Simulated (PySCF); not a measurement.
C2H8OSi2.
Atom-mapped SMILES: `[SiH3:1][O:2][SiH:3]1[CH2:4][CH2:5]1` (hydrogens: H6, H7, H8 on Si1; H9 on Si3; H10, H11 on C4; H12, H13 on C5)

Geometry (PBE0-D3(BJ)/def2-SVP, Å), atoms numbered from 1 in this order:
```xyz
13
C2H8OSi2 angstrom
Si     2.2710    0.7650    0.0091
O      1.3115   -0.5808   -0.1385
Si    -0.2449   -1.1201   -0.2728
C     -1.5458   -0.1025   -1.0869
C     -1.6483   -0.1901    0.4726
H      1.7537    1.6542    1.0932
H      2.2926    1.5272   -1.2751
H      3.6505    0.3165    0.3461
H     -0.2505   -2.5954   -0.3571
H     -1.2947    0.8855   -1.4920
H     -2.3544   -0.5777   -1.6547
H     -2.5190   -0.7206    0.8751
H     -1.4548    0.7434    1.0150
```

Level of theory: PBE0-D3(BJ)/def2-SVP geometry optimisation, gas phase in PySCF 2.14.0.

Take the most abundant isotopes and a rigid rotor. The values belong to one conformer with, in the numbering `[SiH3:1][O:2][SiH:3]1[CH2:4][CH2:5]1`, Si1–O2–Si3–C4 30°.

(1) What are A, B and C (cm⁻¹)?

(2) What kind of rotor is it?

(3) Is it planar, by Δ = Ic − Ia − Ib?

(4) Where do the levels up to J = 4 lie, in MHz?

(5) Which types of transition are allowed, and where do some lines up to J = 4 fall?

Answers

(1) Ia = 70.10, Ib = 304.81, Ic = 326.66 u·Å²; 505379 MHz·u·Å²/I gives 7209, 1658 and 1547 MHz, that is A = 0.24048, B = 0.05531, C = 0.05161 cm⁻¹.

(2) A near-prolate asymmetric top. Ray's parameter κ = (2B − A − C)/(A − C) = -0.961; −1 is the prolate and +1 the oblate limit.

(3) Not planar: Δ = Ic − Ia − Ib = -48.24 u·Å². For a rigid frame Δ = −2 Σ m c², so Σ m c² = 24.12 u·Å² lies off the ab plane: 9.42 from hydrogen and 14.70 from heavier atoms. The atom farthest from that plane is 1.33 Å away.

(4) Above 0(0,0):
J = 1: 1(0,1) 3205, 1(1,1) 8756, 1(1,0) 8867
J = 2: 2(0,2) 9614, 2(1,2) 15056, 2(1,1) 15389, 2(2,1) 32043, 2(2,0) 32044
J = 3: 3(0,3) 19222, 3(1,3) 24504, 3(1,2) 25169, 3(2,2) 41658, 3(2,1) 41666, 3(3,1) 69693, 3(3,0) 69693
J = 4: 4(0,4) 32026, 4(1,4) 37099, 4(1,3) 38208, 4(2,3) 54477, 4(2,2) 54502, 4(3,2) 82517, 4(3,1) 82517, 4(4,1) 121762, 4(4,0) 121762

(5) The dipole components are |μa| = 0.05 D, |μb| = 0.37 D, |μc| = 0.01 D. The squared components, which scale the intensities, stand as 0.02 : 1.00 : 0.00 (a : b : c). Some lines, for components of 0.1 D or more:

```tsv
type	branch	J(Ka,Kc)	MHz	lower level (cm⁻¹)
b	R	2(0,2) ← 1(1,1)	857	0.292
b	Q	3(1,2) ← 3(0,3)	5947	0.641
b	R	4(0,4) ← 3(1,3)	7523	0.817
b	R	1(1,1) ← 0(0,0)	8756	0.000
b	Q	3(2,2) ← 3(1,3)	17154	0.817
b	Q	4(2,3) ← 4(1,4)	17378	1.237
b	R	2(2,0) ← 1(1,1)	23288	0.292
b	R	3(2,2) ← 2(1,1)	26269	0.513
b	R	3(2,1) ← 2(1,2)	26610	0.502
b	Q	4(3,2) ← 4(2,3)	28040	1.817
b	R	4(2,2) ← 3(1,3)	29998	0.817
b	R	3(3,0) ← 2(2,1)	37650	1.069
b	R	4(4,1) ← 3(3,0)	52068	2.325
b	R	4(4,0) ← 3(3,1)	52068	2.325
```

No PBE0-D3(BJ)/def2-SVP frequencies stand behind this structure, so it isn't proved a minimum. Zero-point vibration and centrifugal distortion are left out. A rigid rotor knows nothing of internal rotation, which can split or shift real lines.

Hardware: an x86-64 server with one thread, on a shared host. Cost: 46 s of wall time. That covers the optimisation of the geometry.
